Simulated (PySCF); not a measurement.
Species: C5H6N2O (charge -1 and doublet state).
Numbering: `[OH:1][CH2:2][C:3]1=[N:4][CH:5]=[N:6][CH:7][CH-:8]1` (hydrogens: H9 on O1; H10, H11 on C2; H12 on C5; H13 on C7; H14 on C8)

Structure used (GFN2-xTB), in Å, numbered top down from 1:
```
atom  x, y, z in Å
O1    -2.410    0.881    0.715
C2    -1.870   -0.232    0.042
C3    -0.374   -0.117   -0.032
N4     0.131    1.050    0.578
C5     1.445    1.167    0.520
N6     2.352    0.384   -0.004
C7     1.838   -0.772   -0.606
C8     0.479   -1.023   -0.622
H9    -1.593    1.393    0.928
H10   -2.317   -0.292   -0.971
H11   -2.173   -1.156    0.575
H12    1.837    2.075    0.995
H13    2.571   -1.436   -1.049
H14    0.084   -1.922   -1.091
```

The hyperfine couplings belong to this conformer and change with its torsions.

The calculation used UKS B3LYP, pcH-1 on C H N O, non-relativistic, mean-field spin-orbit, GIAO (PySCF). Whether the extra electron is bound in the gas phase wasn't checked; a finite basis holds it in any case. The geometry wasn't refined by DFT: couplings that depend on bond lengths, twists or pyramidal angles can differ widely from those at the functional's own minimum, by a factor of two or more for some ions and for spin on atoms past the first row. Stability of the SCF solution: not tested.

Computed for the main isotopes (class means, splittings of 0.05 mT or more): g = 2.0031; H10/H11 1H +45.8 MHz (1.63 mT); H13 1H -32.3 MHz (1.15 mT); N4 14N +10.6 MHz (0.38 mT); N6 14N +6.9 MHz (0.25 mT); H14 1H +5.9 MHz (0.21 mT); 108 first-order lines, 5.88 mT wide.

Task: What changes when 1H at H14 is replaced by 2H?

Result: The spin density stays the same (vibrational effects aside), so a scales with the nuclear g factor: 0.85744/5.58569 = 0.1535, so a goes from +5.9 to +0.9 MHz (0.032 mT). The spin goes from 1/2 to 1, so the 1:1 doublet becomes a 1:1:1 triplet. The spectrum then has 162 first-order lines over 5.73 mT, counting the new splitting although it is under 0.05 mT.

Task: What changes when 14N at N4 is replaced by 15N?

Result: The spin density stays the same (vibrational effects aside), so a scales with the nuclear g factor: -0.56638/0.40376 = -1.4028, so a goes from +10.6 to -14.9 MHz (0.532 mT). The spin goes from 1 to 1/2, so the 1:1:1 triplet becomes a 1:1 doublet. The spectrum then has 72 first-order lines over 5.65 mT.

Task: Where do the 13C satellites of C7 appear, and how strong are they?

Result: a = +35.8 MHz, or 1.28 mT in magnitude, and I = 1/2, so to first order each main line has two satellites, at ±0.64 mT. The isotope's abundance is about 1.07 %, shared among 2 lines, so each has 0.54 % of the main line's intensity.

Task: Give position and intensity of the satellites from 13C at C8.

Result: a = -34.4 MHz, or 1.23 mT in magnitude, and I = 1/2, so to first order each main line has two satellites, at ±0.61 mT. The isotope's abundance is about 1.07 %, shared among 2 lines, so each has 0.54 % of the main line's intensity.

Means are taken over nuclei equivalent by connectivity, which assumes that they swap fast.
